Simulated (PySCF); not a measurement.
A GIAO shielding run with PySCF 2.14.0 with density-fitted response routines (density fitting, non-relativistic, gas phase) on `CC[C@@H]1C[C@H]1[SiH3]`, C$_{5}$H$_{12}$Si:

```
$ OMP_NUM_THREADS=1 python probes_run.py task.json out

{"job": {"kind": "nmr", "xc": "PBE0", "basis": "pcSseg-1"}, "charge": 0, "multiplicity": 1}
C     -2.279135     0.585816     0.306378
C     -1.485360    -0.717212     0.288655
C     -0.167260    -0.543659    -0.427804
C      0.992657    -1.429517    -0.112374
C      1.018109     0.015222     0.313589
Si     2.185185     1.239763    -0.505591
H     -2.491329     0.914667    -0.708860
H     -3.223479     0.453240     0.829411
H     -1.710211     1.366580     0.806784
H     -2.072825    -1.494007    -0.209957
H     -1.301457    -1.046867     1.314175
H     -0.280505    -0.244164    -1.464132
H      1.637732    -1.741569    -0.920850
H      0.866393    -2.183632     0.651560
H      0.849381     0.170381     1.374455
H      1.650942     2.594460    -0.342178
H      3.507209     1.146373     0.119379
H      2.295193     0.920442    -1.930960
```

Hardware: 1 thread of an Arm Neoverse V2, shared host. The job also computes population analyses, field gradients, ring-centre shieldings.

(1) How large is the calculation?

(2) How long does it take, and how much memory does it need?

## Answers

(1) 56 electrons, 169 basis functions and 896 auxiliary functions.

(2) 17 s of wall time, with 12 SCF cycles and 4 response iterations; peak memory 0.77 GiB. Times on a shared host scatter by some tens of per cent.
